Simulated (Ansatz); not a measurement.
`N/C(F)=[CH]/[GeH3]`, charge 0, multiplicity 1.

(1) Give a relaxed structure at PBE0-D4/def2-TZVP (Ansatz 0.2.0). (Estimate.)

Results:

(1) Ansatz gave: 
Z-matrix (Å, degrees):
```
Ge
C 1 1.924
H 1 1.538 2 107.8
H 1 1.538 2 111.6 3 119.7
H 1 1.540 2 111.8 3 -119.1
C 2 1.331 1 123.1 3 -170.7
H 2 1.083 1 119.6 3 8.0
F 6 1.341 2 120.3 1 -3.0
N 6 1.368 2 130.0 1 173.6
H 9 1.006 6 115.2 2 15.3
H 9 1.008 6 115.0 2 150.9
```
This is one stationary point; other conformers may exist.
